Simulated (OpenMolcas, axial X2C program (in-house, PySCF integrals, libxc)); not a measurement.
# One splitting, several methods: ²Π3/2 − ²Π1/2

Computed with an axial X2C code built on PySCF integrals: two-component X2C with atomic mean-field Coulomb and Gaunt terms, Dyall basis sets with cores contracted in-house. The CASPT2 rows were computed with OpenMolcas 26.06 (scalar X2C, spin–orbit state interaction with atomic mean-field integrals). Vertical splittings E(Ω = 3/2) − E(Ω = 1/2) of the lowest ²Π state.

Correlated electrons in EOM-CCSD (inner shells frozen, about 90 virtual spinors): GeF⁺ 10, GeCl⁺ 10, AsO⁺ 10, AsN 10.

```
molecule                             method  R (Å)  splitting (cm⁻¹)
     GeF   PBE0 determinants, 2c, cv3z/av3z  1.758               974
    GeCl   PBE0 determinants, 2c, cv3z/av3z  2.200              1018
     AsO   PBE0 determinants, 2c, cv3z/av3z  1.616              1085
    AsN⁻  PBE0 determinants, 2c, acv3z/av3z  1.668               557
```

The other methods give:

| molecule | method | R (Å) | splitting (cm⁻¹) |
| --- | --- | --- | --- |
| GeF | CAS(9,7), XMS-CASPT2, RASSI (OpenMolcas, ANO-RCC-VTZP) | 1.775 | 800 |
| GeF | EOM-EA-CCSD from GeF⁺, 2c, acv3z/av3z | 1.757 | 841 |
| GeCl | CAS(9,7), XMS-CASPT2, RASSI (OpenMolcas, ANO-RCC-VTZP) | 2.198 | 805 |
| GeCl | EOM-EA-CCSD from GeCl⁺, 2c, acv3z/av3z | 2.182 | 894 |
| AsO | EOM-EA-CCSD from AsO⁺, 2c, acv3z/av3z | 1.615 | 833 |
| AsN⁻ | EOM-EA-CCSD from AsN, 2c, acv3z/av3z | 1.599 | 225 |

The distances differ by up to 0.07 Å between runs. Collinear functionals lack a current term; state interaction in a small space lacks spinor relaxation, which matters for heavy atoms, and ANO-RCC sets lack diffuse functions for anions; a negative value is an inverted multiplet.

Task: By what ratio do the methods differ, for splittings above 30 cm⁻¹?

Result: GeF: CASPT2 over PBE0 0.82; GeF: EOM-EA-CCSD over PBE0 0.86; GeCl: CASPT2 over PBE0 0.79; GeCl: EOM-EA-CCSD over PBE0 0.88; AsO: EOM-EA-CCSD over PBE0 0.77; AsN⁻: EOM-EA-CCSD over PBE0 0.40.
